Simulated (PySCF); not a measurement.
Identify the unknown among the candidates.

All candidates are C4H12O2Si3.

- 1H NMR: chemical shifts (computed TMS as zero) by class: 9.21 (1 H), 6.96 (1 H), 5.81 (2 H), 5.11 (2 H), 3.42 (3 H), 2.69 (3 H) ppm [GIAO PBE0/pcSseg-1]
- 13C NMR: chemical shifts (computed TMS as zero) by class: 205.7 (1 C), 194.9 (1 C), 138.8 (1 C), 28.7 (1 C) ppm [GIAO PBE0/pcSseg-1]
- Dipole: 3.15 D [PBE0/pcSseg-1]
- Rotational structure: rotational constants A, B, C: 2.115, 0.475, 0.418 GHz [GFN2-xTB]
- NMR, other nuclei: isotropic shieldings of nuclei other than C and H, by class: -233 (1 O), 302 (1 O), 387 (1 Si), 413 (1 Si), 471 (1 Si) ppm [GIAO PBE0/pcSseg-1]

Gas-phase values; electronic properties from PySCF, density fitting. Levels stand in brackets. One conformer (not necessarily the lowest) at the GFN2-xTB geometry, without solvent, vibrations or thermal averaging. Each NMR value is the plain mean over a class of atoms that symmetry, rotation or inversion makes alike.

Question: Which candidate is it?
A. `C/C(=C\C(=O)O)[SiH]([SiH3])[SiH3]`
B. `[SiH3]O[Si@@H]1O[SiH2][C@@H]1C1CC1`
C. `C/C(=C/C=O)[SiH2]O[SiH2][SiH3]`
D. `CC(=O)[SiH2]C([SiH3])([SiH3])C=O`
E. `C[C@@H]([SiH3])O[Si@H](O)C#C[SiH3]`

Answer: C. It is `C/C(=C/C=O)[SiH2]O[SiH2][SiH3]`. Numbering: `[CH3:1]/[C:2](=[CH:3]/[CH:4]=[O:5])[SiH2:6][O:7][SiH2:8][SiH3:9]`. Its formula, C4H12O2Si3, gives 2 degrees of unsaturation: 0 rings and 2 π bonds in the structure found. 4 carbons fall into 4 classes; from least to most shielded: fully substituted alkene carbon [C2] (205.7 ppm), aldehyde carbon [C4] (194.9 ppm), alkene CH carbon [C3] (138.8 ppm), allylic carbon [C1] (28.7 ppm). Hydrogen classes from least to most shielded: 1 H on an aldehyde carbon, C4 (9.21 ppm), 1 H on an alkene CH carbon, C3 (6.96 ppm), 2 H on an oxygen-bound silicon, Si8 (5.81 ppm), 2 H on an oxygen-bound silicon, Si6 (5.11 ppm), 3 H on an SiH3 silicon, Si9 (3.42 ppm), 3 H on an allylic carbon, C1 (2.69 ppm). The other shieldings belong to: -233 ppm, aldehyde oxygen [O5]; 302 ppm, siloxane oxygen [O7]; 387 ppm, oxygen-bound silicon [Si8]; 413 ppm, oxygen-bound silicon [Si6]; 471 ppm, SiH3 silicon [Si9]. The optimised geometry has point group C1 and is an asymmetric top.

The others, at the same levels:
- `C/C(=C\C(=O)O)[SiH]([SiH3])[SiH3]` fails: its computed 13C shifts are 176.1 (1 C), 169.9 (1 C), 132.4 (1 C), 23.3 (1 C) ppm, 1H shifts are 6.59 (1 H), 6.01 (1 H), 4.36 (1 H), 3.59 (6 H), 2.64 (3 H) ppm and rotational constant A is 1.354 GHz (against 2.115 GHz).
- `C[C@@H]([SiH3])O[Si@H](O)C#C[SiH3]` fails: its computed 13C shifts are 122.5 (1 C), 106.4 (1 C), 59.7 (1 C), 23.8 (1 C) ppm, 1H shifts are 4.60 (1 H), 4.23 (3 H), 4.07 (1 H), 3.92 (3 H), 2.05 (1 H), 1.51 (3 H) ppm and rotational constant A is 1.054 GHz (against 2.115 GHz).
- `CC(=O)[SiH2]C([SiH3])([SiH3])C=O` fails: its computed 13C shifts are 252.5 (1 C), 210.3 (1 C), 37.9 (1 C), 31.9 (1 C) ppm, 1H shifts are 9.54 (1 H), 4.33 (2 H), 4.26 (6 H), 2.76 (3 H) ppm and rotational constant A is 1.567 GHz (against 2.115 GHz).
- `[SiH3]O[Si@@H]1O[SiH2][C@@H]1C1CC1` fails: its computed 13C shifts are 43.7 (1 C), 11.6 (1 C), 11.1 (1 C), 11.0 (1 C) ppm, 1H shifts are 5.52 (1 H), 5.51 (1 H), 5.34 (3 H), 5.14 (1 H), 1.08 (1 H), 1.05 (1 H), 0.67 (1 H), 0.65 (1 H), -0.07 (1 H), -0.08 (1 H) ppm and rotational constant A is 1.100 GHz (against 2.115 GHz).

Each candidate is one conformer, not necessarily the lowest. The conformers computed, where there is a choice (atom-mapped SMILES and torsion angles):
- `[CH3:1]/[C:2](=[CH:3]/[CH:4]=[O:5])[SiH2:6][O:7][SiH2:8][SiH3:9]`: C2–C3–C4–O5 0°, C1–C2–Si6–O7 1°
- `[CH3:1]/[C:2](=[CH:3]\[C:4](=[O:5])[OH:6])[SiH:7]([SiH3:8])[SiH3:9]`: C2–C3–C4–O5 -3°, C1–C2–Si7–Si8 57°, H–O6–C4–C3 180°
- `[CH3:1][C@@H:2]([SiH3:3])[O:4][Si@H:5]([OH:6])[C:7]#[C:8][SiH3:9]`: C1–C2–O4–Si5 117°, C2–O4–Si5–O6 176°, H–O6–Si5–O4 -36°
- `[CH3:1][C:2](=[O:3])[SiH2:4][C:5]([SiH3:6])([SiH3:7])[CH:8]=[O:9]`: C1–C2–Si4–C5 146°, C2–Si4–C5–Si6 40°, Si4–C5–C8–O9 7°
- `[SiH3:1][O:2][Si@@H:3]1[O:4][SiH2:5][C@@H:6]1[CH:7]1[CH2:8][CH2:9]1`: Si1–O2–Si3–O4 59°, Si5–C6–C7–C8 101°
